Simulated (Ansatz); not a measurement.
Geometry optimisation, DFT PBE, scalar-relativistic, plane waves, PAW (Ansatz 0.2.0).

Input file:

```yaml
crystal:
  lattice:
    - [7.293633, 0.0, 0.0]
    - [0.0, 7.293633, 0.0]
    - [0.0, 0.0, 7.293633]
  atoms:
    - { symbol: C, position: [0.7720324, 0.823828, 0.6697003] }
    - { symbol: C, position: [0.8375953, 0.9565988, 0.5246323] }
    - { symbol: O, position: [0.682181, 1.0043198, 0.415823] }
    - { symbol: H, position: [0.723077, 1.089689, 0.3221481] }
    - { symbol: H, position: [0.8975906, 1.0787581, 0.5893907] }
    - { symbol: H, position: [0.9448033, 0.8925178, 0.4402754] }
    - { symbol: H, position: [0.8855165, 0.7817766, 0.7581524] }
    - { symbol: H, position: [0.6664025, 0.8881368, 0.7540369] }
    - { symbol: H, position: [0.7135593, 0.7021174, 0.6050985] }
    - { symbol: C, position: [0.3861314, 0.681005, 0.0872943] }
    - { symbol: C, position: [0.2433488, 0.8282488, 0.0572329] }
    - { symbol: O, position: [0.0808866, 0.7389781, -0.0052744] }
    - { symbol: H, position: [-0.0117023, 0.8326524, -0.0249673] }
    - { symbol: H, position: [0.2178331, 0.902801, 0.1857121] }
    - { symbol: H, position: [0.2924271, 0.9281591, -0.0443804] }
    - { symbol: H, position: [0.51472, 0.7410268, 0.1355965] }
    - { symbol: H, position: [0.3375923, 0.5825837, 0.189094] }
    - { symbol: H, position: [0.4120979, 0.6079118, -0.0407256] }
    - { symbol: C, position: [0.5361162, 0.5307771, 0.3923553] }
    - { symbol: C, position: [0.3553728, 0.4841676, 0.4825255] }
    - { symbol: O, position: [0.3309229, 0.2907886, 0.4658772] }
    - { symbol: H, position: [0.2149933, 0.2595764, 0.5235097] }
    - { symbol: H, position: [0.3573068, 0.5259665, 0.6273188] }
    - { symbol: H, position: [0.2430194, 0.5586828, 0.4151446] }
    - { symbol: H, position: [0.5629731, 0.6780237, 0.4005937] }
    - { symbol: H, position: [0.6476283, 0.4575273, 0.4602192] }
    - { symbol: H, position: [0.5334765, 0.4902049, 0.2482966] }
    - { symbol: C, position: [0.6034667, 0.2231011, 0.8698288] }
    - { symbol: C, position: [0.7973508, 0.2922331, 0.8943445] }
    - { symbol: O, position: [0.9141729, 0.1353972, 0.899391] }
    - { symbol: H, position: [1.0391686, 0.1785692, 0.9151276] }
    - { symbol: H, position: [0.8346741, 0.3835779, 0.7804186] }
    - { symbol: H, position: [0.8083577, 0.371746, 1.0219084] }
    - { symbol: H, position: [0.5067038, 0.3374832, 0.8648883] }
    - { symbol: H, position: [0.592574, 0.1451613, 0.7424997] }
    - { symbol: H, position: [0.5662888, 0.1333434, 0.9837031] }
basis:
  ecutwfc: 420.0
kpoints:
  mp_grid: { grid: [1, 1, 1] }
hamiltonian:
  xc: pbe
scf:
  occupations: { method: fermi_dirac, width: 0.05 }
  lower_state_search: "off"
relax:
  f_tol: 0.3
  max_steps: 15
  adjacent_minimum: "off"
```

Command:

```bash
$ ansatz run input.yaml --threads 1 --pin off --max-ram 3072MiB --backend cpu --events-out ev --progress --plain --runs-dir out
```

Where does it end, and by what steps?

The forces met the threshold. The threshold is loose, so the end isn't yet a minimum. The force dipped under the threshold on the way, but the program's further checks kept it going. Limits of this set-up: coarse k mesh. After 9 steps the energy has fallen by 1.392 eV; H31 moved furthest, 1.28 Å.

```
step  energy less start (eV)  largest force component (eV/Å)  accepted
   0                  0.0000                           0.681       yes
   1                 -0.4491                           0.233       yes
   2                 -0.7232                           0.282       yes
   3                 -0.9231                           0.315       yes
   4                 -1.0664                           0.434       yes
   5                 -1.1684                           0.575       yes
   6                 -1.2491                           0.558       yes
   7                 -1.3284                           0.225       yes
   8                 -1.3284                           0.224       yes
   9                 -1.3919                           0.155       yes
```

```xyz
36
Lattice="7.2936 0.0000 0.0000 0.0000 7.2936 0.0000 0.0000 0.0000 7.2936" Properties=species:S:1:pos:R:3
C 5.969 5.804 4.475
C 6.404 6.861 3.483
O 5.384 7.053 2.502
H 5.755 7.619 1.801
H 6.590 7.814 4.029
H 7.353 6.563 3.001
H 6.744 5.652 5.240
H 5.036 6.098 4.982
H 5.791 4.849 3.958
C 2.790 5.307 0.149
C 1.803 6.433 0.383
O 0.491 5.959 0.075
H -0.099 6.738 0.051
H 1.864 6.775 1.432
H 2.062 7.294 -0.262
H 3.781 5.569 0.538
H 2.446 4.408 0.677
H 2.871 5.073 -0.920
C 3.551 3.230 3.030
C 2.147 3.082 3.577
O 1.745 1.717 3.388
H 0.882 1.586 3.817
H 2.122 3.352 4.648
H 1.456 3.766 3.050
H 3.866 4.281 3.051
H 4.262 2.629 3.612
H 3.587 2.883 1.990
C 4.554 1.885 6.621
C 5.903 2.429 7.033
O 6.675 1.339 7.611
H 7.537 1.693 7.892
H 6.441 2.855 6.165
H 5.796 3.231 7.786
H 3.898 2.711 6.306
H 4.639 1.176 5.784
H 4.072 1.371 7.466
```

Whether the end is a true minimum wasn't checked by a vibrational analysis.

Run time: 28 s on 1 thread of Arm Neoverse V1, on a shared host, peak memory 0.4 GiB.
